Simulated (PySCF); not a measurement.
## A ladder for the ionisation energy of Au⁺

Au⁺ [Xe] 4f14 5d10 (1S) → Au²⁺ [Xe] 4f14 5d9 (2D). Scalar values calculated with PySCF 2.14 in aug-cc-pwCVTZ-PP with ECP60MDF (ECP; valence: 5s2 5p6 frozen; valence and next inner shell: nothing frozen). The spin-orbit shift comes from two-component X2C-1e calculations (generalised Hartree-Fock, GHF, and MP2 on its spinors, GMP2) in x2c-TZVPPall-2c: GMP2 gives 20.864 eV without and 20.209 eV with screened spin-orbit coupling, a shift of -0.655 eV (GHF: -0.626 eV). Sums use unrounded values; where a UHF row is shifted, it takes the GHF shift.

```
                                method  scalar (eV)  plus spin-orbit shift (eV)  error (eV)
                                   UHF       18.918                      18.292      -1.911
                                   LDA       21.350                      20.695       0.492
                                   PBE       20.931                      20.277       0.074
                                  PBE0       20.721                      20.066      -0.137
                                r2SCAN       20.685                      20.030      -0.173
                                revPBE       20.825                      20.170      -0.033
                                  MN15       20.846                      20.192      -0.011
                                  PW91       21.003                      20.348       0.145
                         MP2 (valence)       20.908                      20.253       0.050
                     SCS-MP2 (valence)       20.737                      20.083      -0.120
    MP2 (valence and next inner shell)       20.905                      20.250       0.047
SCS-MP2 (valence and next inner shell)       20.674                      20.020      -0.183
                        CCSD (valence)       20.525                      19.870      -0.333
                     CCSD(T) (valence)       20.652                      19.997      -0.206
```

Reference: 20.203 ± 0.025 eV (measured; NIST Atomic Spectra Database, ionization energies).

The errors of the correlated levels include the incompleteness of the basis and the frozen core, so a lower level can come closer by cancellation.
